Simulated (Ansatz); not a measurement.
Calculated with Ansatz (gas phase, PBE0-D4/def2-TZVP geometries, no zero-point term in ΔE). CBS: MP2 limit from def2 TZ/QZ plus the TZ coupled-cluster correction, frozen cores. DFT in def2-TZVPP. For Br, Ga, Zn outer-core shells are correlated without core-valence functions, which leaves a few kJ/mol of doubt a bond. Scalar relativity is left out up to krypton. Each species was taken in one conformer, which may not be the lowest.

Reaction (formal exchange of groups at a Ga–Zn bond): `[F][GaH][ZnH]` + `C=CBr` → `C=[CH][GaH][F]` + `[ZnH][Br]`

CCSD(T)/CBS gives -170.6 kJ/mol.

**Question.** Another level gave -141.2 kJ/mol. Which?
A. CCSD(T)/def2-TZVPP
B. B97M-V/def2-TZVPP
C. PBE/def2-TZVPP
D. r2SCAN/def2-TZVPP

**Answer.** C. PBE -141.2, B97M-V -156.3, CCSD(T)/def2-TZVPP -166.4, r2SCAN -161.5 kJ/mol.

Largest T1 diagnostic among the species: 0.016.

From r2SCAN to r2SCAN0 (25 % exact exchange), in def2-TZVPP and without D4, ΔE moves by −7.3 kJ/mol. At CCSD(T), def2-SVP lies +3.9 kJ/mol from the extrapolated value and def2-TZVPP +4.2 kJ/mol.
